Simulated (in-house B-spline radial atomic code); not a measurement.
Inner-shell binding energies (edges) and X-ray emission energies of free atoms and ions, as differences of relaxed hole-state energies with first-order Breit, QED and recoil terms, without correlation or multiplet splittings, in NIST's listed ground configurations. For neutral atoms such line energies lie within some 1 to 5 eV of tabulated X-ray lines (up to 20 eV for the heaviest). K = 1s, L1 = 2s. A dash marks a subshell that is part filled or wasn't run, or a line left out. Computed with an all-electron radial atomic-structure program (B-spline basis): Dirac-Hartree-Fock, average of the configuration, finite nuclei.

```csv
ion,configuration,K edge (eV),L1 edge (eV)
C2+,[He] 2s2,339.33,45.796
N2+,[He] 2s2 2p1,458.1,55.725
O2+,[He] 2s2 2p2,595.65,66.589
F2+,[He] 2s2 2p3,?,?
Ne2+,[He] 2s2 2p4,927.13,91.172
Mg2+,[He] 2s2 2p6,1333.98,119.63
Si2+,[Ne] 3s2,1874.07,185.58
P2+,[Ne] 3s2 3p1,2180.3,224.26
S2+,[Ne] 3s2 3p2,2510.01,266.18
Cl2+,[Ne] 3s2 3p3,?,?
Ar2+,[Ne] 3s2 3p4,?,?
K2+,[Ne] 3s2 3p5,3640.59,411.66
Ca2+,[Ne] 3s2 3p6,4064.8,466.8
```

Q: Fill in the row of F2+.

A: K edge (eV): 751.98; L1 edge (eV): 78.401.

Q: Fill in the row of Cl2+.

A: K edge (eV): 2863.26; L1 edge (eV): 311.37.

Q: Fill in the row of Ar2+.

A: K edge (eV): 3240.1; L1 edge (eV): 359.86.
